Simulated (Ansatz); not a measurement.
Gas-phase electronic energies from Ansatz, PBE0-D4/def2-TZVP geometries. CBS: MP2 limit from def2 TZ/QZ plus the TZ coupled-cluster correction, frozen cores. DFT in def2-TZVPP. For Ge outer-core shells are correlated without core-valence functions, which leaves a few kJ/mol of doubt a bond. Scalar relativity is left out up to krypton. One conformer a species, not always the lowest.

Consider the isomerisation: `C#[C][GeH]([NH2])[SH]` → `[SH][GeH2][C]1=NC1`.

```tsv
species	B2PLYP energy (Eh)
`C#[C][GeH]([NH2])[SH]`	-2608.60777
`[SH][GeH2][C]1=NC1`	-2608.56695
```

Task: Work out ΔE.

Result: ΔE = (-2608.56695) − (-2608.60777) = 0.04082 Eh = +107.2 kJ/mol. CCSD(T)/CBS gives +109.9 kJ/mol.

Largest T1 diagnostic among the species: 0.012.

From PBE to PBE0 (25 % exact exchange), in def2-TZVPP and without D4, ΔE moves by +6.8 kJ/mol. In def2-TZVPP, CCSD(T) changes the Hartree–Fock value by −17.7 kJ/mol (the triples alone add −3.1 kJ/mol) and MP2 by −11.6 kJ/mol.
